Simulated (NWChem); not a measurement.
The numbers come from NWChem runs, not from measurements. System: pentafluoroethane (C2HF5), charge 0, spin multiplicity 1, at a geometry optimised with PBE0/def2-SVP. Level: RHF/def2-SVP.

NWChem printed:

```
             Northwest Computational Chemistry Package (NWChem) 7.3.0
             --------------------------------------------------------

                                NWChem Input Module
                                -------------------

 Scaling coordinates for geometry "geometry" by  1.889725989
 (inverse scale =  0.529177249)

 Turning off AUTOSYM since
 SYMMETRY directive was detected!

                             Geometry "geometry" -> ""
                             -------------------------

 Output coordinates in angstroms (scale by  1.889725989 to convert to a.u.)

  No.       Tag          Charge          X              Y              Z
 ---- ---------------- ---------- -------------- -------------- --------------
    1 F                    9.0000    -0.42384100    -1.38879500    -1.09196900
    2 C                    6.0000     0.20425500    -0.93652500     0.00000000
    3 F                    9.0000    -0.42384100    -1.38879500     1.09196900
    4 C                    6.0000     0.15738100     0.59274800     0.00000000
    5 F                    9.0000    -1.09009800     1.03534700     0.00000000
    6 F                    9.0000     0.77879200     1.05708700     1.07911600
    7 F                    9.0000     0.77879200     1.05708700    -1.07911600
    8 H                    1.0000     1.25194500    -1.28471500     0.00000000

 Effective nuclear repulsion energy (a.u.)     361.4709847365

            Nuclear Dipole moment (a.u.)
            ----------------------------
        X                 Y               Z
 ---------------- ---------------- ----------------
    -0.0000056692     0.0000037795     0.0000000000

      Symmetry information
      --------------------

 Group name             Cs
 Group number              2
 Group order               2
 No. of unique centers     6

      Symmetry unique atoms

     1    2    4    5    6    8


 Summary of "ao basis" -> "" (spherical)
 ------------------------------------------------------------------------------
       Tag                 Description            Shells   Functions and Types
 ---------------- ------------------------------  ------  ---------------------
 *                          def2-svp                  on all atoms

 Summary of "ao basis" -> "ao basis" (spherical)
 ------------------------------------------------------------------------------
       Tag                 Description            Shells   Functions and Types
 ---------------- ------------------------------  ------  ---------------------
 F                          def2-svp                 6       14   3s2p1d
 C                          def2-svp                 6       14   3s2p1d
 H                          def2-svp                 3        5   2s1p

                                 NWChem SCF Module
                                 -----------------

  ao basis        = "ao basis"
  functions       =   103
  atoms           =     8
  closed shells   =    29
  open shells     =     0
  charge          =   0.00
  wavefunction    = RHF
  use symmetry    = T
  symmetry adapt  = T

 Summary of "ao basis" -> "ao basis" (spherical)
 ------------------------------------------------------------------------------
       Tag                 Description            Shells   Functions and Types
 ---------------- ------------------------------  ------  ---------------------
 F                          def2-svp                 6       14   3s2p1d
 C                          def2-svp                 6       14   3s2p1d
 H                          def2-svp                 3        5   2s1p

      Symmetry analysis of basis
      --------------------------

        a'         62
        a"         41

 Forming initial guess at       0.1s

      Superposition of Atomic Density Guess
      -------------------------------------

 Sum of atomic energies:        -572.21145690

      Non-variational initial energy
      ------------------------------

 Total energy =    -574.429395
 1-e energy   =   -1517.494875
 2-e energy   =     581.594496
 HOMO         =      -0.349625
 LUMO         =       0.186441

      Symmetry analysis of molecular orbitals - initial
      -------------------------------------------------
[...]
             ----- ------------------- --------- --------- --------
                 1     -572.8629836556  1.95D+00  3.99D-01      1.1
                 2     -573.0437223448  4.10D-01  1.06D-01      1.3
                 3     -573.0560200297  1.27D-01  1.96D-02      1.4
                 4     -573.0572029267  1.10D-02  2.07D-03      1.6
                 5     -573.0572135609  4.21D-05  1.04D-05      2.1
                 6     -573.0572135610  4.45D-09  8.72D-10      2.7

       Final RHF  results
       ------------------

         Total SCF energy =   -573.057213561047
      One-electron energy =  -1516.679472605150
      Two-electron energy =    582.151274307588
 Nuclear repulsion energy =    361.470984736515

        Time for solution =      1.7s

       Symmetry analysis of molecular orbitals - final
       -----------------------------------------------

  Numbering of irreducible representations:

     1 a'          2 a"

  Orbital symmetries:

     1 a'          2 a"          3 a'          4 a'          5 a"
     6 a'          7 a'          8 a'          9 a'         10 a"
    11 a'         12 a"         13 a'         14 a'         15 a'
    16 a'         17 a"         18 a'         19 a"         20 a'
    21 a"         22 a'         23 a"         24 a'         25 a"
    26 a"         27 a"         28 a'         29 a'         30 a'
    31 a"         32 a'         33 a'         34 a'         35 a"
    36 a'         37 a'         38 a'         39 a"

             Final eigenvalues
             -----------------

              1
    1  -26.3603
    2  -26.3603
    3  -26.3576
    4  -26.3421
    5  -26.3421
    6  -11.5358
    7  -11.4559
    8   -1.7472
    9   -1.6850
   10   -1.6447
   11   -1.6425
   12   -1.6185
   13   -1.0742
   14   -0.9508
   15   -0.8740
   16   -0.8642
   17   -0.8629
   18   -0.8154
   19   -0.8001
   20   -0.7393
   21   -0.7370
   22   -0.7352
   23   -0.7092
   24   -0.6925
   25   -0.6915
   26   -0.6764
   27   -0.6676
   28   -0.6444
   29   -0.5616
   30    0.1841
   31    0.2644
   32    0.2817
   33    0.3887
   34    0.4157
   35    0.4368
   36    0.4802
   37    0.5535
   38    0.6240
   39    0.6876

                       ROHF Final Molecular Orbital Analysis
                       -------------------------------------

 Vector   27  Occ=2.000000D+00  E=-6.676479D-01  Symmetry=a"
              MO Center= -2.4D-01, -1.0D+00, -1.2D-14, r^2= 2.6D+00
   Bfn.  Coefficient  Atom+Function         Bfn.  Coefficient  Atom+Function
  ----- ------------  ---------------      ----- ------------  ---------------
     6      0.363847  1 F  pz                34      0.363847  3 F  pz
     9     -0.253635  1 F  pz                37     -0.253635  3 F  pz
     4     -0.198470  1 F  px                32      0.198470  3 F  px
     5     -0.179628  1 F  py                33      0.179628  3 F  py

 Vector   28  Occ=2.000000D+00  E=-6.444049D-01  Symmetry=a'
              MO Center=  9.8D-02, -8.2D-01, -3.3D-15, r^2= 2.5D+00
   Bfn.  Coefficient  Atom+Function         Bfn.  Coefficient  Atom+Function
  ----- ------------  ---------------      ----- ------------  ---------------
     4      0.334590  1 F  px                32      0.334590  3 F  px
     7     -0.242568  1 F  px                35     -0.242568  3 F  px
    99      0.243251  8 H  s                 18      0.237823  2 C  px
    17      0.187447  2 C  s                 75     -0.182279  6 F  py
    89     -0.182279  7 F  py

 Vector   29  Occ=2.000000D+00  E=-5.616454D-01  Symmetry=a'
              MO Center=  1.4D-01, -5.3D-01,  7.1D-16, r^2= 2.3D+00
   Bfn.  Coefficient  Atom+Function         Bfn.  Coefficient  Atom+Function
  ----- ------------  ---------------      ----- ------------  ---------------
    19      0.310876  2 C  py                47     -0.307523  4 C  py
    99     -0.262591  8 H  s                  5      0.237510  1 F  py
    33      0.237510  3 F  py                61     -0.194464  5 F  py
     8     -0.184612  1 F  py                36     -0.184612  3 F  py
    18     -0.179994  2 C  px                44      0.171642  4 C  s

 Vector   30  Occ=0.000000D+00  E= 1.840613D-01  Symmetry=a'
              MO Center=  1.6D+00, -1.4D+00,  5.2D-17, r^2= 2.4D+00
   Bfn.  Coefficient  Atom+Function         Bfn.  Coefficient  Atom+Function
  ----- ------------  ---------------      ----- ------------  ---------------
   100      2.342869  8 H  s                 17     -1.873125  2 C  s
    21     -1.043158  2 C  px                45      0.520203  4 C  s
    18     -0.289135  2 C  px                50     -0.159075  4 C  py

 Vector   31  Occ=0.000000D+00  E= 2.643878D-01  Symmetry=a"
              MO Center=  3.1D-01, -4.8D-01, -1.4D-15, r^2= 2.3D+00
   Bfn.  Coefficient  Atom+Function         Bfn.  Coefficient  Atom+Function
  ----- ------------  ---------------      ----- ------------  ---------------
    23      1.048928  2 C  pz                 3      0.553947  1 F  s
    31     -0.553947  3 F  s                 20      0.352614  2 C  pz
    51      0.327941  4 C  pz                48      0.287667  4 C  pz
    73     -0.241268  6 F  s                 87      0.241268  7 F  s
     7      0.222231  1 F  px                35     -0.222231  3 F  px

 Vector   32  Occ=0.000000D+00  E= 2.816849D-01  Symmetry=a'
              MO Center=  2.8D-01, -5.4D-01,  4.6D-16, r^2= 2.9D+00
   Bfn.  Coefficient  Atom+Function         Bfn.  Coefficient  Atom+Function
  ----- ------------  ---------------      ----- ------------  ---------------
    22      1.052864  2 C  py                49      0.848837  4 C  px
    45     -0.645829  4 C  s                100      0.569634  8 H  s
    59      0.524646  5 F  s                 50      0.451804  4 C  py
     3      0.436920  1 F  s                 31      0.436920  3 F  s
    17     -0.432065  2 C  s                 46      0.283905  4 C  px

 center of mass
 --------------
 x =  -0.02553877 y =   0.02592081 z =   0.00000000

 moments of inertia (a.u.)
 ------------------
         864.364123229535        -105.096304073669           0.000000000000
        -105.096304073669         515.509279143329           0.000000000000
           0.000000000000           0.000000000000         740.265871307267

  Mulliken analysis of the total density
  --------------------------------------

    Atom       Charge   Shell Charges
 -----------   ------   -------------------------------------------------------
    1 F    9     9.32   1.99  1.13  0.81  3.34  2.04  0.01
    2 C    6     5.39   1.99  0.91  0.09  1.87  0.39  0.14
    3 F    9     9.32   1.99  1.13  0.81  3.34  2.04  0.01
    4 C    6     5.18   1.99  0.91 -0.01  1.79  0.29  0.20
    5 F    9     9.28   1.99  1.13  0.80  3.34  2.01  0.01
    6 F    9     9.29   1.99  1.13  0.80  3.34  2.02  0.01
    7 F    9     9.29   1.99  1.13  0.80  3.34  2.02  0.01
    8 H    1     0.94   0.77  0.14  0.02

       Multipole analysis of the density wrt the origin
       ------------------------------------------------

     L   x y z        total         open         nuclear
     -   - - -        -----         ----         -------
     0   0 0 0     -0.000000      0.000000     58.000000

     1   1 0 0      0.648976      0.000000     -0.000006
     1   0 1 0     -0.284445      0.000000      0.000004
     1   0 0 1      0.000000      0.000000      0.000000

     2   2 0 0    -26.608112      0.000000     95.747268
     2   1 1 0     -2.065855      0.000000     46.637205
     2   1 0 1     -0.000000      0.000000      0.000000
     2   0 2 0    -27.866921      0.000000    262.472797
     2   0 1 1      0.000000      0.000000      0.000000
     2   0 0 2    -29.219622      0.000000    151.498752

 Task  times  cpu:        2.7s     wall:        2.7s

 Total times  cpu:        2.8s     wall:        2.8s
```

Q: Write an NWChem input that would produce this output.

A: This is not unique; one that fits is 
```
start mol
memory heap 200 mb stack 900 mb global 1100 mb
geometry units angstroms nocenter noautoz
  F     -0.423841    -1.388795    -1.091969
  C      0.204255    -0.936525     0.000000
  F     -0.423841    -1.388795     1.091969
  C      0.157381     0.592748     0.000000
  F     -1.090098     1.035347     0.000000
  F      0.778792     1.057087     1.079116
  F      0.778792     1.057087    -1.079116
  H      1.251945    -1.284715     0.000000
  symmetry group Cs
end
basis spherical
  * library def2-svp
end
scf
  rhf
  nopen 0
  maxiter 100
  thresh 1e-7
  semidirect memsize 60000000 filesize 0
end
task scf energy
```
